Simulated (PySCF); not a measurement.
**Computed properties of 2-fluoropenta-1,4-diene (C₅H₇F), SMILES C=CCC(=C)F**

2-fluoropenta-1,4-diene (C5H7F), SMILES C=CCC(=C)F. The structure is a stationary point at PBE0-D3(BJ)/def2-SVP. One conformer was computed; it need not be the lowest. All values are computed for the isolated molecule unless a solvent is named; none is compared with measurement here.

**Structure.** All 33 harmonic modes at PBE0-D3(BJ)/def2-SVP (PySCF) are real, so it is a minimum. With heavy atoms numbered as in [CH2:1]=[CH:2][CH2:3][C:4](=[CH2:5])[F:6], the shortest bond between them is C4–C5 at 1.330 Å and the longest C2–C3 at 1.501 Å.

**Vibrations.** The strongest infrared lines (harmonic, unscaled, degenerate partners summed) lie at 1776 cm⁻¹ (102 km/mol, C 92 %), 1359 cm⁻¹ (70 km/mol, C 68 %, H 24 %), 871 cm⁻¹ (55 km/mol, H 70 %, C 29 %). The softest mode is at 69 cm⁻¹ and the zero-point energy is 66.6 kcal/mol.

**Electronic structure.** HF/def2-TZVP (PySCF) places the frontier levels at -9.96 and 3.58 eV, a gap of 13.54 eV, and gives a dipole moment of 1.60 D and a mean polarisability of 60.6 bohr³. PBE/def2-TZVP (PySCF) at the same geometry gives -6.16 and -1.17 eV, so its gap is 8.55 eV narrower. An orbital gap is neither the optical nor the fundamental gap.

**Excitations.** TDA-CAM-B3LYP/def2-SVPD (PySCF) has S1 at 6.95 eV (178 nm, f = 0.143, bright); the most intense of the 10 singlets computed lies at 7.95 eV (f = 0.44). T1 (TDA) is at 4.35 eV, 2.60 eV under S1. TDA-PBE/def2-SVPD (PySCF) puts S1 at 5.28 eV. No vertical singlet excitation falls in the visible range (under 3.1 eV).

**NMR.** GIAO shifts at PBE0/pcSseg-1 (PySCF) (non-relativistic, atoms alike by connectivity averaged): ¹³C from 44.4 to 175.9 ppm against TMS; ¹H from 3.1 to 6.2 ppm against TMS; ¹⁹F at -93.8 ppm against CFCl3.

**Solvation.** SMD-PBE0/def2-SVP (PySCF) gives 0.7 kcal/mol in water, -2.5 kcal/mol in 1-octanol, -2.9 kcal/mol in benzene (1 M in both phases, gas-phase geometry).
